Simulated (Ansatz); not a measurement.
System: SiNH₃Cl, charge 0, doublet. SiNH3Cl (SMILES N[SiH]Cl, doublet).
B3LYP-D3(BJ)/def2-TZVP minimum from Ansatz (an electronic-structure program):
```
Si
N 1 1.7166
H 2 1.0082 1 121.91
H 2 1.0089 3 112.08 1 -153.68
H 1 1.4912 2 105.95 3 171.74
Cl 1 2.0850 5 109.10 2 116.55
```
Charge 0, spin multiplicity 2.

Atomisation energy term by term, kcal/mol (programs: Ansatz). Radicals and triplets start from unrestricted determinants; spin-orbit coupling is neglected. Cores are frozen in correlated methods. Rows without X2C or -DK are non-relativistic. CBS(X,Y): correlation extrapolated as X^-3, Hartree-Fock from the larger set. A bracket is a step between two methods taken in the basis named. '+ core + X2C': CCSD(T) terms for core correlation (cc-pwCVTZ, 1s frozen past Ne) and scalar relativity (cc-pVTZ-DK). Where a partner has so few electrons that a lower coupled-cluster level is exact, that level stands in.

```csv
term,basis,kcal/mol
Hartree-Fock,cc-pV(Q+d)Z,310.26
CCSD correlation,"CBS(cc-pV(T+d)Z,cc-pV(Q+d)Z)",122.82
(T),"CBS(cc-pV(T+d)Z,cc-pV(Q+d)Z)",8.19
CCSDT(Q) - CCSD(T),cc-pV(D+d)Z,0.55
core correlation,cc-pwCVTZ,0.64
scalar relativity,"X2C, cc-pVTZ-DK",-1.10
sum: De,,441.4
```
